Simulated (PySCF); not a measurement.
PySCF input (M06-2X/def2-TZVPD):

```python
from pyscf import gto, scf, dft

mol = gto.M(
    atom='''
    Sn    0.00000000    0.00000000   -0.00000000
    Br   -1.88078466   -1.49731053    0.02154124
    Br   -0.35618931    2.37756705    0.00760909
    Br    2.23697396   -0.88025651   -0.02915033
    ''',
    basis='def2-tzvpd',
    ecp='def2-tzvp',
    charge=1,
    spin=0,
    verbose=4,
)

mf = dft.RKS(mol, xc='m062x').density_fit(auxbasis='def2-universal-jkfit')
mf.grids.level = 4
mf.conv_tol = 1e-9
mf.max_cycle = 100
mf.max_memory = 1500
mf.kernel()
if not mf.converged:
    mf = mf.newton()
    mf.kernel(mf.make_rdm1())
mf.analyze()
```

End of the output:

```
Extra cycle  E= -7936.65190122046  delta_E= -1.27e-11  |g|= 6.48e-07  |ddm|= 1.54e-06
converged SCF energy = -7936.65190122046
**** SCF Summaries ****
Total Energy =                       -7936.651901220457148
Nuclear Repulsion Energy =             975.490213630782364
One-electron Energy =               -13045.952206630401633
Two-electron Energy =                 4133.810091779161667
Two-electron Coulomb Energy =         4425.871209042298688
DFT Exchange-Correlation Energy =     -292.061117263136907
HOMO-LUMO gap [eV] =                     6.953617857504139
**** MO energy ****
MO #1   energy= -485.591284478202  occ= 2
MO #2   energy= -485.591282084175  occ= 2
MO #3   energy= -485.591279932984  occ= 2
MO #4   energy= -63.5754524783804  occ= 2
MO #5   energy= -63.5754498991204  occ= 2
MO #6   energy= -63.5754481848239  occ= 2
MO #7   energy= -57.3947536366639  occ= 2
MO #8   energy= -57.3947517538697  occ= 2
MO #9   energy= -57.3947437589547  occ= 2
MO #10  energy= -57.3927809058232  occ= 2
MO #11  energy= -57.3927787099657  occ= 2
MO #12  energy= -57.3927756086445  occ= 2
MO #13  energy= -57.3924399384449  occ= 2
MO #14  energy= -57.3924376232728  occ= 2
MO #15  energy= -57.3924354380614  occ= 2
MO #16  energy= -9.24079281623871  occ= 2
MO #17  energy= -9.24079093297186  occ= 2
MO #18  energy= -9.24079025981915  occ= 2
MO #19  energy= -7.06408634629228  occ= 2
MO #20  energy= -7.06408575508694  occ= 2
MO #21  energy= -7.06408420715532  occ= 2
MO #22  energy= -7.05663067984783  occ= 2
MO #23  energy= -7.05662859045891  occ= 2
MO #24  energy= -7.05662762228597  occ= 2
MO #25  energy= -7.0554217879548   occ= 2
MO #26  energy= -7.05541904290178  occ= 2
MO #27  energy= -7.05541803641465  occ= 2
MO #28  energy= -5.62955663811118  occ= 2
MO #29  energy= -3.94966291177362  occ= 2
MO #30  energy= -3.94042155777627  occ= 2
MO #31  energy= -3.94042110799616  occ= 2
MO #32  energy= -3.09777013513042  occ= 2
MO #33  energy= -3.0977638266673   occ= 2
MO #34  energy= -3.0977562747942   occ= 2
MO #35  energy= -3.09545407296742  occ= 2
MO #36  energy= -3.09545036163032  occ= 2
MO #37  energy= -3.09544233210031  occ= 2
MO #38  energy= -3.09432971164532  occ= 2
MO #39  energy= -3.0943210195683   occ= 2
MO #40  energy= -3.09431744966689  occ= 2
MO #41  energy= -3.08743315264161  occ= 2
MO #42  energy= -3.08743006094217  occ= 2
MO #43  energy= -3.08742877416947  occ= 2
MO #44  energy= -3.08739040200312  occ= 2
MO #45  energy= -3.08738634318696  occ= 2
MO #46  energy= -3.08738380912297  occ= 2
MO #47  energy= -1.45953068452307  occ= 2
MO #48  energy= -1.45384871737557  occ= 2
MO #49  energy= -1.45384665057975  occ= 2
MO #50  energy= -1.45146601719199  occ= 2
MO #51  energy= -1.4514644337496   occ= 2
MO #52  energy= -1.07956225114486  occ= 2
MO #53  energy= -1.05816273094229  occ= 2
MO #54  energy= -1.05816147652395  occ= 2
MO #55  energy= -0.759686484331652 occ= 2
MO #56  energy= -0.631288776348212 occ= 2
MO #57  energy= -0.63128799066671  occ= 2
MO #58  energy= -0.592935159016801 occ= 2
MO #59  energy= -0.566225860392265 occ= 2
MO #60  energy= -0.566221931715787 occ= 2
MO #61  energy= -0.56395373739968  occ= 2
MO #62  energy= -0.563949751682674 occ= 2
MO #63  energy= -0.557191716200176 occ= 2
MO #64  energy= -0.301650971146127 occ= 0
MO #65  energy= -0.276766485462918 occ= 0
MO #66  energy= -0.147540895525281 occ= 0
MO #67  energy= -0.147537228236562 occ= 0
MO #68  energy= -0.136868815346865 occ= 0
MO #69  energy= -0.0924125156080103 occ= 0
MO #70  energy= -0.0889421150646257 occ= 0
MO #71  energy= -0.0888082575205466 occ= 0
MO #72  energy= -0.0888078098558635 occ= 0
MO #73  energy= -0.0755343075178479 occ= 0
MO #74  energy= -0.0755341071260893 occ= 0
MO #75  energy= -0.0661531820403214 occ= 0
MO #76  energy= -0.0661529282854776 occ= 0
MO #77  energy= -0.0535376882536331 occ= 0
MO #78  energy= -0.0530440834507934 occ= 0
MO #79  energy= -0.0530432708514917 occ= 0
MO #80  energy= -0.0362370208388881 occ= 0
MO #81  energy= -0.0239485014491536 occ= 0
MO #82  energy= -0.0239466658214912 occ= 0
MO #83  energy= 0.00174010453481939 occ= 0
MO #84  energy= 0.00174231219539152 occ= 0
MO #85  energy= 0.0193812484033157 occ= 0
MO #86  energy= 0.0337754361653174 occ= 0
MO #87  energy= 0.0337773733318236 occ= 0
MO #88  energy= 0.0363390072777844 occ= 0
MO #89  energy= 0.0424174736372562 occ= 0
MO #90  energy= 0.0573799244744273 occ= 0
MO #91  energy= 0.0573803505268043 occ= 0
MO #92  energy= 0.0591119086462495 occ= 0
MO #93  energy= 0.0650872611191704 occ= 0
MO #94  energy= 0.0650883939412569 occ= 0
MO #95  energy= 0.0783867846792438 occ= 0
MO #96  energy= 0.0783875909461654 occ= 0
MO #97  energy= 0.0827606065208822 occ= 0
MO #98  energy= 0.0916672855261703 occ= 0
MO #99  energy= 0.0985114249745908 occ= 0
MO #100 energy= 0.11750048756745   occ= 0
MO #101 energy= 0.117502140339192  occ= 0
MO #102 energy= 0.144119570754977  occ= 0
MO #103 energy= 0.158263483417032  occ= 0
MO #104 energy= 0.158264684174242  occ= 0
MO #105 energy= 0.171214383783387  occ= 0
MO #106 energy= 0.171215624679563  occ= 0
MO #107 energy= 0.201259927159201  occ= 0
[...]
```
